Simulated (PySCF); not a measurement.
Pb²⁺: excitation energy

Pb²⁺ [Xe] 4f14 5d10 6s2 (1S) → Pb²⁺ [Xe] 4f14 5d10 6s1 6d1 (3D), as a difference of total energies. Calculation: PySCF 2.14, in aug-cc-pwCVDZ-PP with ECP60MDF (6s5p4d1f, 48 functions); a scalar-relativistic core potential. Correlated levels: valence: 5s2 5p6 5d10 frozen; valence and next inner shell: nothing frozen outside the core potential. The calculations carry no spin-orbit coupling.

```csv
method,excitation energy (eV)
UHF,17.979
LDA,19.706
PBE,19.175
PBE0,19.066
r2SCAN,19.235
LC-wPBE,19.327
M06-2X,19.145
PW91,19.232
TPSSh,19.062
MP2 (valence),18.478
SCS-MP2 (valence),18.613
MP2 (valence and next inner shell),19.845
SCS-MP2 (valence and next inner shell),19.767
```

Question: How much does correlation contribute at MP2 (valence and next inner shell)?

Answer: 19.845 − (17.979) = 1.866 eV, measured against UHF.

The promoted electron is Rydberg-like, and one or two diffuse shells describe it only roughly, which tends to raise the upper state.
